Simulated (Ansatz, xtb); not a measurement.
Relative energy of two isomers of C4H6F2O2S

Structure I is `C[S@](=O)CC(=O)C(F)F`, a singlet and structure II is `COCC(=S)OC(F)F`, a singlet. Both are isolated molecules in the gas phase, relaxed with B3LYP-D3(BJ)/def2-SVP; each stands in its lowest conformer found.

Energies in hartree; the thermal terms are from GFN2-xTB frequencies at re-optimised GFN2-xTB minima (ideal gas, soft modes damped towards free rotors, one conformer each, 298.15 K, 1 atm) and include the zero-point energy:

```
                              I           II
E, CCSD(T)/def2-SVP  −902.000263  −902.037202
    E, MP2/def2-SVP  −901.902181  −901.937295
  E, MP2/def2-TZVPP  −903.070623  −903.075030
  zero-point energy     0.098808     0.100852
       H(298 K) − E     0.109984     0.111849
       G(298 K) − E     0.062731     0.064230
```

**Question.** Correct the CCSD(T) difference for the basis set by the MP2 change, then work out ΔE, ΔE₀, ΔH and ΔG for I → II in kJ/mol (1 Eh = 2625.50 kJ/mol) and the equilibrium ratio [II]/[I].

**Answer.** 1. Differences II − I: CCSD(T) −0.036939, MP2 in the small set −0.035114, MP2 in the large set −0.004407 Eh.
2. ΔE = −0.036939 + (−0.004407 − (−0.035114)) = −0.006232 Eh = −16.36 kJ/mol.
3. ΔE₀ = ΔE + ΔZPE = −0.006232 + (+0.002044) Eh = −11.00 kJ/mol.
4. ΔH = ΔE + (+0.001865) Eh = −11.47 kJ/mol.
5. ΔG = ΔE + (+0.001499) Eh = −12.43 kJ/mol, so ΔS = (ΔH − ΔG)/T = +3.2 J/(mol K).
6. kT = 0.9442 mEh, so K = [II]/[I] = exp(−ΔG/kT) = exp(+5.01) ≈ 150.

Structure II is favoured at this temperature. An error of 4 kJ/mol in ΔG would change K by a factor of 5. The basis-set step is large, which makes the value less sure. Mirror images and further conformers aren't counted.

As drawn, II has 4 C–O, 1 C=S in place of 2 C–S, 1 O=S, 1 C–C, 1 C=O.

Other levels gave ΔE = −39.9 (GFN2-xTB); −431.1 (HF/STO-3G, GFN2-xTB geometries); −81.0 (r2SCAN-D4/def2-SVP, GFN2-xTB geometries); −79.0 (B3LYP-D3(BJ)/def2-SVP); −122.0 (HF/def2-SVP); −92.2 (MP2/def2-SVP); −97.0 (CCSD(T)/def2-SVP) kJ/mol. The correlated steps freeze 13 core orbitals. Programs: Ansatz 0.2.0, xtb 6.7.1.
